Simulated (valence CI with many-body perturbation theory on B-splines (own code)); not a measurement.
## E1 transitions of Sb46+

Level of theory: relativistic CI+MBPT: three valence electrons over a frozen Dirac-Fock core [He], a basis of 11 s, 11 p, 10 d, 8 f, 5 g, 2 h functions for each j, with the one-electron correlation potential Σ1 (screened to all orders), the two-electron term Σ2, the three-electron term Σ3, Breit, model QED; selected single and double excitations, second order for the rest, scaled by the run's own slope (own B-spline code, finite nucleus).

The last digits are not significant, and no measured levels were compared; by estimate large intervals hold to a few tenths of a per cent, small ones and those within an open d or f shell to about a per cent.

Lines 51 to 100 of 485 in falling wavelength, among levels below 6614.1 eV, chosen from the strongest by gf and those to the six lowest levels. Wavelengths and rates use the calculated energies. Electric multipoles are in the length gauge, E1 and E2 with the static RPA response of the core. Weak lines are less certain than strong ones. Lines between different terms over intervals too small for the method are left out, as are lines whose strength nearly cancels.

Levels are named by their leading jj configuration (3d3/2^4 stands for four electrons in 3d with j = 3/2), which in mixed levels can hold well under half, so a name can repeat and another be missing. Letters in brackets count levels of one name in rising energy.

```tsv
λ vac (Å)	Upper	Lower	A (s⁻¹)	log gf	Branch %
179.9	(2s 2p3/2 3d5/2) J=7/2 [a]	(2s 2p3/2 3p3/2) J=5/2 [a]	4.43e+09	-0.76	0.0
167.6	(2s 2p3/2 3d5/2) J=7/2 [b]	(2p1/2 2p3/2 3s) J=5/2	3.43e+09	-0.94	0.0
122.0	(2p1/2 2p3/2 3d3/2) J=7/2	(2s 2p3/2 3d3/2) J=5/2 [b]	7.59e+09	-0.87	0.6
115.1	(2p1/2 2p3/2 3p3/2) J=7/2	(2s 2p3/2 3p3/2) J=5/2 [b]	2.54e+10	-0.39	0.0
109.7	(2p3/2^2 3p3/2) J=5/2	(2p3/2^2 3s) J=3/2	1.67e+10	-0.74	0.0
108.7	(2s 2p3/2 3p3/2) J=3/2 [a]	(2s 2p3/2 3s) J=3/2 [a]	2.16e+10	-0.82	0.0
106.8	(2p3/2^2 3d3/2) J=5/2	(2p3/2^2 3p1/2) J=5/2	1.26e+10	-0.89	0.0
106.4	(2p1/2 2p3/2 3p3/2) J=5/2 [b]	(2s 2p3/2 3p3/2) J=3/2 [b]	1.60e+10	-0.79	0.0
106.1	(2p1/2^2 3d3/2) J=3/2	(2p1/2^2 3p1/2) J=1/2	2.76e+10	-0.73	0.0
106.1	(2s 2p1/2 3p3/2) J=5/2	(2s^2 3p3/2) J=3/2	1.92e+10	-0.71	0.3
106.1	(2p1/2 2p3/2 3d3/2) J=5/2 [a]	(2p1/2 2p3/2 3p1/2) J=3/2 [a]	2.05e+10	-0.68	0.1
105.1	(2p3/2^2 3d3/2) J=3/2 [a]	(2p3/2^2 3p1/2) J=3/2	2.05e+10	-0.87	0.0
104.8	(2s 2p3/2 3d3/2) J=7/2	(2s 2p3/2 3p1/2) J=5/2	2.05e+10	-0.57	0.0
104.5	(2p1/2 2p3/2 3p3/2) J=3/2 [a]	(2p1/2 2p3/2 3s) J=1/2	1.78e+10	-0.93	0.0
104.4	(2p3/2^2 3d3/2) J=7/2	(2p3/2^2 3p1/2) J=5/2	2.66e+10	-0.46	0.0
104.3	(2p3/2^2 3d3/2) J=5/2	(2p3/2^2 3p1/2) J=3/2	1.20e+10	-0.93	0.0
102.9	(2p3/2^2 3p3/2) J=5/2	(2p3/2^2 3s) J=5/2	2.06e+10	-0.71	0.0
102.6	(2p3/2^2 3p3/2) J=7/2	(2p3/2^2 3s) J=5/2	4.33e+10	-0.26	0.0
102.5	(2s 2p1/2 3d3/2) J=3/2 [a]	(2s 2p1/2 3p1/2) J=1/2 [a]	2.51e+10	-0.80	0.0
101.9	(2p1/2 2p3/2 3d3/2) J=7/2	(2p1/2 2p3/2 3p1/2) J=5/2	1.71e+10	-0.67	1.4
101.8	(2s 2p1/2 3p3/2) J=3/2 [b]	(2s 2p1/2 3s) J=1/2 [b]	2.27e+10	-0.85	0.0
100.9	(2s 2p1/2 3d3/2) J=5/2	(2s 2p1/2 3p1/2) J=3/2	1.67e+10	-0.82	0.0
100.8	(2p1/2 2p3/2 3p3/2) J=5/2 [a]	(2p1/2 2p3/2 3s) J=3/2 [a]	3.99e+10	-0.44	0.0
100.5	(2p1/2^2 3p3/2) J=3/2	(2p1/2^2 3s) J=1/2	4.78e+10	-0.54	0.1
100.1	(2s 2p3/2 3d3/2) J=5/2 [b]	(2s 2p3/2 3p1/2) J=3/2 [b]	3.14e+10	-0.55	0.0
98.81	(2s^2 3d3/2) J=3/2	(2s^2 3p1/2) J=1/2	2.97e+10	-0.76	0.0
98.05	(2s 2p3/2 3p3/2) J=5/2 [a]	(2s 2p3/2 3s) J=3/2 [a]	1.94e+10	-0.78	0.0
97.57	(2s 2p3/2 3p3/2) J=7/2	(2s 2p3/2 3s) J=5/2	4.68e+10	-0.27	12.7
97.44	(2p3/2^2 3p3/2) J=3/2 [b]	(2p3/2^2 3s) J=1/2	4.64e+10	-0.58	0.0
97.23	(2p1/2 2p3/2 3p3/2) J=7/2	(2p1/2 2p3/2 3s) J=5/2	1.56e+10	-0.75	0.0
95.50	(2p1/2 2p3/2 3p3/2) J=3/2 [b]	(2p1/2 2p3/2 3s) J=3/2 [b]	2.85e+10	-0.81	0.0
94.09	(2s 2p3/2 3p3/2) J=5/2 [b]	(2s 2p3/2 3s) J=3/2 [b]	4.76e+10	-0.42	0.1
92.14	(2s 2p1/2 2p3/2) J=5/2	(2s^2 2p3/2) J=3/2	3.54e+09	-1.57	100.0
92.03	(2s 2p1/2 3p3/2) J=3/2 [a]	(2s 2p1/2 3s) J=1/2 [a]	5.18e+10	-0.58	0.1
89.75	(2p1/2 2p3/2 3p3/2) J=5/2 [b]	(2p1/2 2p3/2 3s) J=3/2 [b]	1.69e+10	-0.91	0.0
88.45	(2s^2 3p3/2) J=3/2	(2s^2 3s) J=1/2	5.71e+10	-0.57	0.3
87.48	(2s 2p1/2 3p3/2) J=5/2	(2s 2p1/2 3s) J=3/2	3.63e+10	-0.60	0.6
86.70	(2s 2p3/2 3p3/2) J=1/2 [b]	(2s 2p3/2 3s) J=1/2	5.27e+10	-0.93	1.4
86.53	(2s 2p3/2 3p3/2) J=5/2 [a]	(2s 2p3/2 3s) J=5/2	2.53e+10	-0.77	0.0
86.19	(2s 2p3/2 3p3/2) J=3/2 [b]	(2s 2p3/2 3s) J=1/2	4.15e+10	-0.73	0.1
85.64	(2s 2p1/2 3p3/2) J=3/2 [b]	(2s 2p1/2 3s) J=3/2	3.26e+10	-0.84	0.0
85.57	(2p1/2 2p3/2 3p3/2) J=5/2 [b]	(2p1/2 2p3/2 3s) J=5/2	3.23e+10	-0.67	0.0
84.27	(2p3/2^2 3p3/2) J=3/2 [a]	(2p3/2^2 3s) J=3/2	6.31e+10	-0.57	0.1
82.80	(2s 2p1/2^2) J=1/2	(2s^2 2p1/2) J=1/2	7.67e+09	-1.80	100.0
76.64	(2p1/2^2 2p3/2) J=3/2	(2s 2p1/2 2p3/2) J=3/2 [b]	7.70e+09	-1.57	2.0
68.30	(2s 2p1/2 2p3/2) J=3/2 [b]	(2s^2 2p3/2) J=3/2	4.72e+09	-1.88	1.1
59.39	(2p1/2^2 2p3/2) J=3/2	(2s 2p1/2 2p3/2) J=5/2	4.03e+10	-1.07	10.3
51.97	(2p1/2^2 2p3/2) J=3/2	(2s 2p1/2 2p3/2) J=3/2 [a]	1.42e+10	-1.64	3.6
32.42	(2p3/2^2 3p3/2) J=7/2	(2s 2p3/2 3p3/2) J=5/2 [b]	1.31e+11	-0.78	0.1
31.93	(2p3/2^2 3d5/2) J=9/2	(2s 2p3/2 3d5/2) J=7/2 [b]	1.96e+11	-0.52	14.4
```
